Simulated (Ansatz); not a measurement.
Start from `CO[SiH2][Si](O)(O)F` and change one atom or group to get `O[Si](O)(F)N[SiH2]Cl`.

Ansatz, PBE0-D4/def2-TZVP geometries, multiplicity 1. Each molecule was computed in one conformer, which needn't be the lowest.

```json
{"property": "LUMO energy (PBE/def2-TZVPP) / eV", "`CO[SiH2][Si](O)(O)F`": "-1.22"}
{"property": "HOMO–LUMO gap (PBE0/def2-TZVPP) / eV", "`CO[SiH2][Si](O)(O)F`": "7.87"}
{"property": "LUMO energy (ωB97M-V/def2-TZVPP) / eV", "`CO[SiH2][Si](O)(O)F`": "1.41"}
{"property": "size of the dipole moment (B3LYP/def2-TZVPP) / D", "`CO[SiH2][Si](O)(O)F`": "1.57"}
{"property": "HOMO–LUMO gap (ωB97M-V/def2-TZVPP) / eV", "`CO[SiH2][Si](O)(O)F`": "11.74"}
{"property": "HOMO–LUMO gap (B3LYP/def2-TZVPP) / eV", "`CO[SiH2][Si](O)(O)F`": "7.48"}
```

Give the same properties after the change, and the shifts. (An estimate is asked.)

Computed: 
```csv
property,`O[Si](O)(F)N[SiH2]Cl`,shift
LUMO energy (PBE/def2-TZVPP) / eV,-0.67,0.55
HOMO–LUMO gap (PBE0/def2-TZVPP) / eV,8.62,0.75
LUMO energy (ωB97M-V/def2-TZVPP) / eV,1.73,0.32
size of the dipole moment (B3LYP/def2-TZVPP) / D,1.80,0.23
HOMO–LUMO gap (ωB97M-V/def2-TZVPP) / eV,12.47,0.73
HOMO–LUMO gap (B3LYP/def2-TZVPP) / eV,8.04,0.56
```

With PBE0 the HOMO falls by 0.22 eV and the LUMO rises by 0.54 eV, so the gap widens by about 0.76 eV. PBE moves the HOMO by -0.23 eV and ωB97M-V by -0.42 eV. Dipoles are sizes alone; their direction can turn.

B3LYP here is the variant with VWN-RPA as its local correlation; programs differ in this.
